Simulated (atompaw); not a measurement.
## Building the PAW (atompaw) potential for Ta (LDA (PW92), scalar-relativistic).

atompaw 4.2.0.5 input, output lines left out:

```
Ta 73
LDA-PW scalarrelativistic loggrid 2001 logderivrange -2 5 176
6 6 5 4 0 0
6 0 1.5
6 1 0.5
5 2 3
0 0 0
c
c
c
c
c
v
c
c
c
c
v
c
c
v
c
2
3.00 2.75 2.75 2.20
y
-0.1
n
y
1.15
n
y
2.55
n
custom polynom2 7 10 vanderbiltortho sinc
3 0.5 vpsmatchnc
2.65
2.65
3.00
3.00
3.00
2.85
```

All-electron outer shells of the reference configuration (LDA (PW92), scalar-relativistic, ld1.x):

| shell | level (eV) | outermost node (bohr) | outermost maximum (bohr) |
| --- | --- | --- | --- |
| 5p | -40.35 | 0.58 | 1.13 |
| 4f | -25.72 | – | 0.44 |
| 6s | -6.13 | 1.32 | 2.71 |
| 5d | -4.46 | 0.65 | 1.58 |
| 6p | -1.88 | 1.59 | 3.80 |

(1) Estimate the cutoffs (Ry, on a coarse ladder) from which the occupation-weighted sum of valence levels, in a spherical-Bessel basis at the reference potential, stays within 10 and 1 mRy of its value at 400 Ry.

(2) Does the potential have ghost states?

(3) Is the overlap operator S = 1 + Σ q|β⟩⟨β| positive definite (Bessel basis up to 400 Ry)?

(4) Which valence shell sets the plane-wave cutoff?

Results:

(1) 15 Ry and 35 Ry.

(2) Ghost state, extra bound levels that the all-electron valence spectrum of the same l lacks: s at -57.8 eV. A true bound ghost makes a file unfit for plane-wave use. The logarithmic derivative shows an extra or strongly shifted pseudo pole above the reference energy (p near 0.74 Ry).

(3) Yes: its lowest eigenvalue is 0.40 (s channel).

(4) 5d: its level needs 25 Ry to come within 1 mRy, against 10 Ry for 6s.
